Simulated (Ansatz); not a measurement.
Job for Ansatz (a quantum-chemistry and plane-wave program): U-SVWN5/def2-TZVPP on Ga, 2S+1 = 2, a spin state set in the input, which need not be the lowest.

Ansatz 0.2 input:
```yaml
crystal:
  periodic: [false, false, false]
  atoms:
    - {symbol: Ga, position_ang: [0.00000000, 0.00000000, 0.00000000]}
basis:
  gaussian:
    orbitals: def2-TZVPP
hamiltonian:
  xc: {name: SVWN5}
magnetization: {spin_polarized: true, initial_magnetization: 1}
scf: {lower_state_search: full}
```

The head of its log:

```
Functional definition: SVWN5
[...]
integrals: 0.01 GiB planned
368 factors; their error is unknown
mean field: 0.10 GiB planned
mean field evaluation 1: about -52293.9374 eV, gradient 1.8e1 eV
mean field evaluation 2: about -52293.3408 eV, gradient 2.7e1 eV
```

Question: What total energy does the run end on?

Answer: -1921.7820 hartree.
